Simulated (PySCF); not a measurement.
## C (carbon, neutral): UHF calculation

Configuration: [He] 2s1 2p2 3d1, one real determinant (an excited configuration). Computed with PySCF 2.14 in x2c-TZVPPall with one added diffuse shell each of s, p, d type (6s4p3d1f, 40 functions), with scalar relativity by spin-free X2C-1e.

```
Total energy                                                  : -37.134957 hartree
One-electron energy                                           : -48.5968 hartree
Hartree (Coulomb) energy                                      : 16.4991 hartree
Exchange energy                                               : -5.0372 hartree
⟨S²⟩                                                          : 6.0000
⟨L²⟩                                                          : 7.985
Sum of ⟨r⟩                                                    : 9.118 bohr
Sum of ⟨r²⟩                                                   : 26.92 bohr²
Traceless quadrupole moment −½Σ⟨3z² − r²⟩ along its main axis : -3.42 e·bohr²
Langevin diamagnetic susceptibility                           : -21.3 ×10⁻⁶ cm³/mol
```

```csv
shell,electrons,mean orbital energy (hartree),"rms radius, mean of both spins (bohr)"
1s α,1,-11.66706,0.312
1s β,1,-11.54814,0.312
2s α,1,-1.09394,1.58
2p α,2,-0.70231,1.65
3d α,1,0.04069,4.34
```

⟨L²⟩ = 7.98 against 12 for a pure F term, so this real determinant mixes terms. The outer electron is Rydberg-like, and this basis confines it to a smaller radius and binds it less than a complete one would. At UHF the highest occupied level has a positive energy, so only the finite basis holds that electron; for this excited configuration the basis is too tight for the outer shell.

Spin-orbit constants ζ (cm⁻¹) from the X2C one-electron operator on these orbitals: bare nucleus, nucleus screened by l(l+1)(2l+1)/3 electrons, and screened by the Breit-Pauli mean field of the electrons.

```json
{"shell": "2p", "bare": "76.80", "screened nucleus": "51.20", "mean field": "41.61"}
{"shell": "3d", "bare": "0.9889", "screened nucleus": "0.1648", "mean field": "0.1028"}
```

To first order the Landé constant is A = 3.485 cm⁻¹, so the lowest level has J = 1 and lies 0.00346 eV below the centre of the term. This holds in LS coupling only.
